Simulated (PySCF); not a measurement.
# Ce(SH)4 at several levels of theory

Computed with PySCF 2.14.0 (density fitting, no spin-orbit coupling) at the geometry relaxed with TPSS:

```xyz
9
Ce(SH)4 (singlet)
Ce    0.0000    0.0000    0.0000
S     1.6549    1.3330    1.5260
H     2.7654    1.0312    0.7997
S    -1.6549   -1.3330    1.5260
H    -2.7654   -1.0312    0.7997
S     1.3330   -1.6550   -1.5258
H     1.0311   -2.7653   -0.7998
S    -1.3330    1.6550   -1.5258
H    -1.0311    2.7653   -0.7998
```

```csv
level,basis,state,HOMO (eV),gap (eV),charge on Ce1 (e),population of f-type functions on Ce1 (polarisation alone where 4f lies in the core),dipole about the centre of mass (D),largest force component (eV/Å)
TPSS,"Ce lcecp-2-SVP with ECP46, S def2-SVP, H def2-SVP",singlet,–,–,0.91,0.07,0.00,0.01
BP86,the same,singlet,–,–,0.75,0.07,0.00,0.18
PBE,the same,singlet,–,–,0.75,0.07,0.00,0.19
wB97X,the same,singlet,–,–,1.03,0.09,0.00,0.37
TPSS,"Ce lcecp-2-TZVP with ECP46, S def2-TZVP, H def2-TZVP",singlet,–,–,1.28,0.09,0.00,0.23
```

In the lcecp rows the 4f levels are missing from HOMO and gap, and the state counts the valence alone.

Charges are Mulliken's, which hang on the basis. The relaxation used the grid (50, 194), these runs (75, 302) or, all-electron (x2c bases, spin-free X2C Hamiltonian), (99, 590).

Problem. What does HF with Ce lcecp-2-SVP with ECP46, S def2-SVP, H def2-SVP give here?

Solution. state singlet, charge on Ce1 (e) 1.46, population of f-type functions on Ce1 (polarisation alone where 4f lies in the core) 0.08, dipole about the centre of mass (D) 0.00, largest force component (eV/Å) 0.50. Time: 4.9 s on 2 threads of Arm Neoverse V1, on a shared host, from an already converged density.

No frequency check is given that shows the relaxed geometry to be a minimum.
